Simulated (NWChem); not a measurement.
Species: C$_{3}$H$_{8}$Si; SMILES C/C=C\[SiH3]

All runs: NWChem. Coordinates come from a PBE0/def2-SVP optimisation. Level PBE/def2-SVP: energy and gradient on several grids; changes count from the extra-fine grid, which is no exact limit either.

Problem. Which is the coarsest grid (fine; xcoarse; medium; coarse; xfine) from which on the energy stays within 500 μHa and each gradient component within 500 μHa/bohr of xfine?

Solution. coarse.
| grid | size of the energy change (μHa) | largest change of a gradient component (μHa/bohr) | time, medium = 1 (rough) |
|---|---|---|---|
| xcoarse | 30 | 2000 | about 1 |
| coarse | 50 | 100 | about 1 |
| medium | < 10 | 80 | about 1 |
| fine | < 10 | < 30 | about 1 |
| xfine | < 10 | < 30 | 2 |
